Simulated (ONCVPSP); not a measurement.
## Varying the ONCV potential for lead (Pb)

Base potential:

```
Element                 : lead (Pb)
Generator               : ONCVPSP 4.0.1
Type                    : optimised norm-conserving Vanderbilt (ONCV)
Functional              : PBE
Relativity              : fully relativistic
Frozen core             : [Kr] 4d10 4f14
Valence charge          : 22
Reference configuration : 5s2 5p6 5d10 6s2 6p1 (charge +1)
Partial waves           : 5s+6s: rc 1.25 bohr, ncon 3, nbas 6, qcut 8.3 1/bohr, 2 projectors; 5p+6p: rc 1.45 bohr, ncon 4, nbas 7, qcut 8.5 1/bohr, 2 projectors; 5d: rc 1.55 bohr, ncon 3, nbas 7, qcut 11.5 1/bohr, 1 projector
Local potential         : polynomial inside 1.00 bohr (lpopt 3, dvloc0 3 Ha)
Core correction         : polynomial model core, fcfact 0.2
```

Open shells are filled in proportion to 2j + 1.

All-electron outer shells of the reference configuration (PBE, scalar-relativistic, ld1.x):

```csv
shell,level (eV),outermost node (bohr),outermost maximum (bohr)
4d,-409.80,0.19,0.39
5s,-151.86,0.45,0.79
4f,-140.60,–,0.35
5p,-93.54,0.49,0.88
5d,-28.85,0.52,1.07
6s,-19.23,1.01,1.95
6p,-9.86,1.18,2.50
```

Cutoffs, loose and tight: the cutoffs (Ha) at which the residual kinetic energy of the hardest occupied pseudo-wave falls to 1 and 0.1 mHa per electron. They do not see the model core or the augmentation charge, which bear on the density cutoff. Test errors are all-electron minus pseudo excitation energies from the reference, over the configurations 5s2 5p6 5d10 6s2 6p2; 5s2 5p6 5d10 6s2 6p0; 5s2 5p6 5d10 6s1 6p0; 5s2 5p6 5d9 6s2 6p2. A dash means not determined; rows that change the core or the reference have their own tests.

| change | outcome | cutoff, loose | cutoff, tight | bound ghosts | GHOST(+) flags above zero | largest test error (meV) |
| --- | --- | --- | --- | --- | --- | --- |
| base | generated | 30 Ha | 43 Ha | none | s | -3.1 |
| all radii but the core radius scaled by about 0.80 (s 1.00, p 1.16, d 1.24 bohr); local potential polynomial inside 0.80 bohr (lpopt 3, dvloc0 3 Ha) | generated | – | – | none | s, p3/2 | +0.7 |
| all radii but the core radius scaled by about 0.86 (s 1.08, p 1.24, d 1.34 bohr); local potential polynomial inside 0.86 bohr (lpopt 3, dvloc0 3 Ha) | generated | 39 Ha | 111 Ha | none | s | -1.0 |
| all radii but the core radius scaled by about 0.91 (s 1.14, p 1.32, d 1.42 bohr); local potential polynomial inside 0.92 bohr (lpopt 3, dvloc0 3 Ha) | generated | 33 Ha | 79 Ha | none | s | -1.8 |
| all radii but the core radius scaled by about 1.09 (s 1.36, p 1.58, d 1.70 bohr); local potential polynomial inside 1.10 bohr (lpopt 3, dvloc0 3 Ha) | generated | 27 Ha | 37 Ha | none | s | -4.4 |
| all radii but the core radius scaled by about 1.17 (s 1.46, p 1.70, d 1.80 bohr); local potential polynomial inside 1.16 bohr (lpopt 3, dvloc0 3 Ha) | generated | 26 Ha | 31 Ha | none | none | -5.6 |
| all radii but the core radius scaled by about 1.24 (s 1.56, p 1.80, d 1.92 bohr); local potential polynomial inside 1.24 bohr (lpopt 3, dvloc0 3 Ha) | generated | 26 Ha | 30 Ha | none | none | -6.4 |
| all radii but the core radius scaled by about 1.29 (s 1.62, p 1.88, d 2.00 bohr); local potential polynomial inside 1.30 bohr (lpopt 3, dvloc0 3 Ha) | generated | 26 Ha | 30 Ha | none | none | -7.3 |

Reading the sweep of the scale of all radii but the core radius (base = 1) (base included, trends over the rows without a ghost): The loose cutoff is not monotonic: lowest 26 Ha at 1.24, highest 39 Ha at 0.86. The median size of the test errors (rows with all tests solved) stays near 0.5 meV.
